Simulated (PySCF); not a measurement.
Compound: MeSi(SMe)3, C4H12S3Si.
Atom-mapped SMILES: `[CH3:1][S:2][Si:3]([CH3:4])([S:5][CH3:6])[S:7][CH3:8]`

Cartesian coordinates in Å at the PBE0-D3(BJ)/def2-SVP level; atoms count from 1:
```
atom  x, y, z in Å
C1    -2.5464   -1.5466    0.4617
S2    -1.8125   -0.9805   -1.1077
Si3    0.0903   -0.2995   -0.4202
C4     0.9610    0.4407   -1.8979
S5    -0.1370    1.1176    1.1807
C6    -0.9395    2.4770    0.2692
S7     1.1127   -1.9732    0.4301
C8     2.5888   -1.1752    1.1468
H9    -3.6215   -1.6776    0.2822
H10   -2.1063   -2.5027    0.7742
H11   -2.3909   -0.7927    1.2464
H12    1.0611   -0.3173   -2.6892
H13    1.9654    0.7864   -1.6102
H14    0.4004    1.2979   -2.3007
H15   -1.7522    2.0882   -0.3619
H16   -1.3647    3.1587    1.0175
H17   -0.2167    3.0298   -0.3468
H18    3.2575   -0.7943    0.3624
H19    2.3124   -0.3590    1.8275
H20    3.1177   -1.9526    1.7143
```

The calculation used PySCF, delta-SCF UKS SCAN, pcX-2 on the ionised atom, pcseg-1 elsewhere, spin-free X2C. The ground state was rerun for each ionised atom, in the same mixed basis as its hole state.

| ionised atom | basis functions | E(ionised) (Eh) | binding energy (eV) |
| --- | --- | --- | --- |
| C1 | 219 | -1636.62704 | 291.048 |
| C4 | 219 | -1636.65633 | 290.249 |
| Si3 | 230 | -1579.50831 | 1846.907 |
| S2 | 230 | -1556.45233 | 2476.368 |

Problem. Fill in the total energy of each ground state.

Solution. With binding energy = E(ionised) − E(ground) and 27.2114 eV a hartree:

```csv
atom,binding energy (Eh),E(ground) (Eh)
C1,10.6958,-1647.3228
C4,10.6664,-1647.3228
Si3,67.8726,-1647.3809
S2,91.0048,-1647.4572
```

Problem. How much do the ground-state energies differ, and what would follow from using one of them for all holes?

Solution. They run from -1647.4572 Eh (core basis on S2) to -1647.3228 Eh (on C4), 0.1344 Eh or 3.66 eV apart, for one and the same state in different bases and grids. Pairing the ion of C4 with the ground state of S2 would put its binding energy 3.66 eV too high.

Lowest listed C 1s: C4, bonded to 3 H and Si. Highest, 0.80 eV above it: C1/C6/C8, bonded to S and 3 H. Summing the Pauling electronegativity differences to the bonded atoms, each weighted by its formal bond order, gives -1.70 for the lowest site and -1.02 for the highest.

Only 1s holes are shown. One atom of each set of topologically equivalent atoms was ionised and stands for the set; in this conformer not all members are related by symmetry, and their own values weren't computed. Geometry: PBE0-D3(BJ)/def2-SVP, one conformer, isolated molecule.

The run took 93 s wall on one thread of an x86-64 server, on a shared host.
